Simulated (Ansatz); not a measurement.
Born–Oppenheimer molecular dynamics of C$_{3}$H$_{8}$OSi (13 atoms, charge 0, multiplicity 1). It starts at the highest image of a converged band. Of that band: Neighbouring images differ by up to 3.9 eV, so the band resolves the path poorly. A vibrational analysis at the climbing image gives one clearly imaginary mode, 1438i cm⁻¹: a first-order saddle point.

All numbers below come from RKS r2SCAN-D4/6-31G* in Ansatz.

* ensemble: NVE (velocity Verlet)
* time step: 0.5 fs
* steps asked: 200
* starting velocities drawn for: 100 K
* seed: 10540

Frames 5 fs apart, positions in Å, forces in eV/Å.

Velocities at 15.0 fs (Å/ps):

```
C -2.54 1.78 0.11
C -0.56 -1.77 -3.41
Si 2.32 -1.05 -0.71
C 7.17 -2.81 0.31
O -10.34 4.08 8.08
H 0.17 1.86 -0.90
H 63.48 -17.15 -76.14
H -0.66 4.44 5.09
H 7.93 4.84 4.88
H -5.46 7.92 -1.47
H -7.49 -3.69 -4.46
H 3.31 3.71 3.14
H -10.34 -4.15 -3.04
```

```xyz
13
Properties=species:S:1:pos:R:3:forces:R:3 time_fs=15.0 energy_less_start_eV=-0.633 T=545
C -1.034 0.970 0.232 -1.23 0.64 -0.63
C -0.751 -0.073 1.154 0.07 -0.42 -0.69
Si 1.060 -0.704 0.416 0.34 -0.67 -0.32
C 0.928 -0.355 -1.350 1.13 -0.31 -0.36
O -1.008 0.492 -1.056 -1.74 0.91 -0.19
H -0.642 1.983 0.354 0.00 0.03 0.15
H -1.527 1.079 -1.703 1.33 -0.62 1.25
H -1.328 -0.982 0.906 0.04 0.25 0.32
H -0.767 0.152 2.218 0.21 0.15 0.05
H 2.167 -0.046 1.156 -0.09 0.19 0.08
H 1.054 -2.162 0.729 0.10 -0.01 -0.01
H 0.739 -1.134 -2.096 0.03 0.06 0.23
H 1.373 0.550 -1.784 -0.18 -0.20 0.13
13
Properties=species:S:1:pos:R:3:forces:R:3 time_fs=20.0 energy_less_start_eV=-0.755 T=631
C -1.057 0.987 0.227 -0.37 0.73 -0.20
C -0.752 -0.081 1.135 0.25 0.64 0.04
Si 1.072 -0.712 0.411 0.02 -0.42 -0.49
C 0.972 -0.373 -1.349 0.53 -0.36 0.11
O -1.069 0.513 -1.021 -0.62 -1.33 -0.52
H -0.644 1.991 0.369 -0.04 0.01 0.10
H -1.099 0.966 -1.887 0.10 0.91 1.06
H -1.348 -0.969 0.956 -0.19 -0.26 0.04
H -0.710 0.182 2.201 0.00 0.02 -0.25
H 2.132 0.011 1.163 -0.07 0.00 0.13
H 1.034 -2.175 0.709 0.21 0.07 0.09
H 0.753 -1.141 -2.079 0.00 -0.30 -0.09
H 1.323 0.547 -1.798 0.17 0.27 -0.03
13
Properties=species:S:1:pos:R:3:forces:R:3 time_fs=25.0 energy_less_start_eV=-0.889 T=725
C -1.088 1.016 0.219 0.84 -1.17 0.96
C -0.749 -0.079 1.115 -0.44 0.65 0.31
Si 1.085 -0.723 0.402 -0.22 0.20 -0.18
C 1.028 -0.397 -1.348 0.28 -0.02 -0.68
O -1.143 0.523 -0.998 -0.36 0.86 -2.40
H -0.656 2.005 0.403 -0.11 0.07 -0.18
H -0.621 0.985 -1.758 -0.75 -0.48 1.52
H -1.389 -0.981 1.021 0.34 0.39 -0.10
H -0.649 0.223 2.156 -0.11 -0.03 0.34
H 2.079 0.069 1.198 -0.13 -0.20 0.01
H 1.062 -2.176 0.709 0.20 -0.03 0.15
H 0.775 -1.190 -2.063 0.21 0.24 0.13
H 1.304 0.569 -1.806 0.23 -0.47 0.13
13
Properties=species:S:1:pos:R:3:forces:R:3 time_fs=30.0 energy_less_start_eV=-0.877 T=717
C -1.105 1.023 0.228 0.14 -2.12 0.99
C -0.753 -0.061 1.104 -0.05 1.49 1.59
Si 1.096 -0.733 0.391 -0.12 0.15 -0.08
C 1.090 -0.422 -1.357 0.04 0.17 0.39
O -1.220 0.543 -1.005 0.55 2.41 -0.59
H -0.694 2.030 0.401 -0.22 -0.08 -0.15
H -0.304 0.910 -1.361 -0.81 -1.50 -0.99
H -1.379 -0.943 1.059 -0.15 -0.35 -0.35
H -0.611 0.252 2.158 -0.05 -0.22 -0.21
H 2.002 0.087 1.238 0.09 -0.06 0.03
H 1.135 -2.180 0.742 0.00 0.06 0.08
H 0.834 -1.214 -2.041 -0.06 -0.16 -0.39
H 1.353 0.525 -1.804 0.64 0.21 -0.34
13
Properties=species:S:1:pos:R:3:forces:R:3 time_fs=35.0 energy_less_start_eV=-1.526 T=1174
C -1.119 0.993 0.251 -0.29 -0.04 -2.55
C -0.760 -0.022 1.120 -0.24 -1.34 1.09
Si 1.107 -0.742 0.380 0.33 0.18 0.46
C 1.152 -0.442 -1.363 -0.82 1.31 -0.54
O -1.291 0.597 -1.020 0.34 1.65 2.01
H -0.786 2.039 0.374 -0.39 -0.06 0.38
H -0.155 0.480 -1.154 0.40 -1.92 -1.76
H -1.371 -0.941 1.026 0.30 0.32 -0.09
H -0.582 0.244 2.152 0.05 0.12 0.50
H 1.942 0.089 1.284 0.19 0.01 -0.08
H 1.205 -2.170 0.795 -0.28 0.08 0.02
H 0.891 -1.241 -2.075 0.05 0.36 0.27
H 1.532 0.479 -1.850 0.35 -0.66 0.28
13
Properties=species:S:1:pos:R:3:forces:R:3 time_fs=40.0 energy_less_start_eV=-2.852 T=2099
C -1.136 0.960 0.223 0.18 1.47 -4.37
C -0.765 -0.005 1.160 1.93 -2.17 0.49
Si 1.119 -0.749 0.374 -0.28 0.61 2.72
C 1.193 -0.440 -1.377 0.25 -1.17 -0.94
O -1.359 0.676 -1.006 -0.50 0.55 2.67
H -0.967 2.037 0.427 -0.32 0.02 0.44
H 0.134 -0.324 -1.335 -1.64 2.22 -0.61
H -1.327 -0.910 0.976 -0.44 -0.51 0.43
H -0.557 0.249 2.212 -0.36 -0.01 -0.37
H 1.931 0.090 1.306 0.38 -0.10 -0.35
H 1.218 -2.148 0.853 -0.18 -0.16 -0.05
H 0.978 -1.236 -2.078 1.38 -1.14 -0.24
H 1.797 0.331 -1.849 -0.41 0.39 0.18
13
Properties=species:S:1:pos:R:3:forces:R:3 time_fs=45.0 energy_less_start_eV=-2.438 T=1814
C -1.149 0.957 0.137 0.88 2.44 7.21
C -0.740 -0.031 1.202 1.28 -1.76 -3.21
Si 1.128 -0.751 0.389 -1.30 0.71 2.33
C 1.237 -0.455 -1.409 -2.31 -4.83 -2.32
O -1.435 0.761 -0.967 -1.51 -1.55 -5.53
H -1.215 2.023 0.564 0.31 -0.35 -0.32
H 0.092 -0.777 -1.711 1.87 3.12 0.28
H -1.346 -0.946 1.027 0.11 0.31 0.57
H -0.601 0.268 2.232 -0.16 0.29 0.13
H 2.008 0.073 1.256 0.47 -0.03 -0.22
H 1.189 -2.156 0.894 0.05 -0.02 -0.28
H 1.387 -1.416 -2.073 1.41 0.86 1.66
H 1.961 0.249 -1.817 -1.11 0.81 -0.29
13
Properties=species:S:1:pos:R:3:forces:R:3 time_fs=50.0 energy_less_start_eV=-3.741 T=2725
C -1.151 0.993 0.157 -1.65 -0.91 1.77
C -0.686 -0.087 1.191 1.24 0.77 -1.64
Si 1.128 -0.747 0.423 -1.43 0.80 0.72
C 1.263 -0.551 -1.480 0.98 -1.62 -0.85
O -1.529 0.828 -0.987 0.73 -0.41 -0.06
H -1.394 1.955 0.651 0.61 0.54 -0.03
H 0.229 -0.585 -2.030 2.10 -0.20 0.90
H -1.363 -0.946 1.188 -0.04 -0.09 -0.33
H -0.678 0.332 2.230 0.37 -0.18 -0.82
H 2.183 0.043 1.149 -0.05 -0.20 -0.20
H 1.171 -2.170 0.877 0.20 0.05 -0.20
H 2.049 -1.438 -1.767 -2.26 1.60 0.27
H 1.863 0.327 -1.822 -0.79 -0.14 0.46
13
Properties=species:S:1:pos:R:3:forces:R:3 time_fs=55.0 energy_less_start_eV=-2.295 T=1712
C -1.183 1.017 0.217 -2.80 -1.81 -4.40
C -0.612 -0.132 1.144 -0.66 1.68 -1.13
Si 1.115 -0.736 0.463 -1.12 -0.08 -1.73
C 1.317 -0.680 -1.550 0.43 3.93 3.10
O -1.613 0.887 -1.012 2.44 0.36 5.36
H -1.435 1.981 0.722 0.57 -0.16 -0.08
H 0.609 -0.393 -2.331 -0.63 -2.60 -0.31
H -1.364 -0.943 1.280 0.50 0.12 -0.82
H -0.669 0.374 2.101 0.81 0.00 0.72
H 2.346 -0.030 0.998 -0.54 -0.10 -0.03
H 1.195 -2.177 0.817 0.16 -0.03 0.18
H 2.290 -1.145 -1.420 0.09 -1.01 -2.02
H 1.631 0.403 -1.716 0.74 -0.31 1.17
13
Properties=species:S:1:pos:R:3:forces:R:3 time_fs=60.0 energy_less_start_eV=-2.578 T=1911
C -1.264 1.008 0.203 0.09 -0.28 -1.40
C -0.548 -0.140 1.077 -1.59 3.02 0.23
Si 1.093 -0.728 0.488 0.46 -2.68 -3.51
C 1.391 -0.742 -1.565 -0.03 3.03 0.95
O -1.664 0.950 -0.967 0.91 -0.36 2.50
H -1.354 1.983 0.773 -0.01 -0.49 -0.27
H 0.823 -0.724 -2.644 1.23 -0.96 3.09
H -1.276 -0.937 1.203 0.03 -0.52 -0.20
H -0.487 0.385 2.064 0.18 -0.62 -0.31
H 2.398 -0.116 0.844 -0.30 0.51 0.35
H 1.252 -2.184 0.801 -0.12 0.17 0.58
H 2.483 -1.008 -1.480 -0.94 -0.38 -1.08
H 1.510 0.383 -1.401 0.08 -0.44 -0.92
13
Properties=species:S:1:pos:R:3:forces:R:3 time_fs=65.0 energy_less_start_eV=-2.048 T=1541
C -1.338 0.992 0.177 4.78 0.37 7.69
C -0.517 -0.097 1.010 -2.29 0.23 -0.60
Si 1.076 -0.741 0.484 2.59 -3.19 -3.83
C 1.464 -0.745 -1.551 2.29 -0.61 3.14
O -1.706 1.007 -0.896 -2.79 -0.99 -6.97
H -1.275 1.909 0.782 -0.66 0.75 0.40
H 1.201 -1.307 -2.420 -2.37 0.39 -0.54
H -1.151 -1.011 1.071 0.28 0.36 0.27
H -0.269 0.287 2.004 -0.75 0.14 0.31
H 2.373 -0.088 0.768 -0.25 0.65 0.59
H 1.284 -2.158 0.919 -0.30 0.14 0.60
H 2.554 -0.982 -1.745 -0.29 0.61 1.42
H 1.420 0.305 -1.293 -0.26 1.16 -2.47
13
Properties=species:S:1:pos:R:3:forces:R:3 time_fs=70.0 energy_less_start_eV=-3.167 T=2324
C -1.336 0.986 0.261 0.45 2.44 -1.73
C -0.527 -0.045 0.937 -0.28 -1.29 0.92
Si 1.080 -0.779 0.449 3.56 0.06 -2.61
C 1.566 -0.758 -1.487 -1.97 -0.71 -0.12
O -1.778 1.050 -0.897 0.52 -1.15 1.96
H -1.335 1.949 0.856 -0.40 -0.46 -0.02
H 1.168 -1.699 -2.123 -0.20 2.72 1.03
H -0.999 -1.034 0.991 -0.83 0.09 0.07
H -0.214 0.200 1.976 -0.85 0.28 -0.23
H 2.279 0.076 0.829 -0.58 -0.06 0.55
H 1.248 -2.094 1.164 -0.28 0.26 -0.13
H 2.605 -0.841 -1.770 0.90 0.22 0.82
H 1.271 0.362 -1.713 -0.03 -2.39 -0.49
```

Of the whole run (100 fs, mean temperature of the second half 1894 K): The conserved energy stayed within 0.78 meV per atom of its start (net change -0.55 meV per atom), so the integration is sound. The system heated up, since it started high on the potential surface and ran downhill. A run of 0.1 ps of so small a system gives no equilibrium averages. The orbitals stay closed-shell, which can raise the energy where a bond breaks towards radicals; this wasn't checked here.

Run time: 12 min on 2 threads of Arm Neoverse V1, on a shared host, peak memory 0.21 GiB.
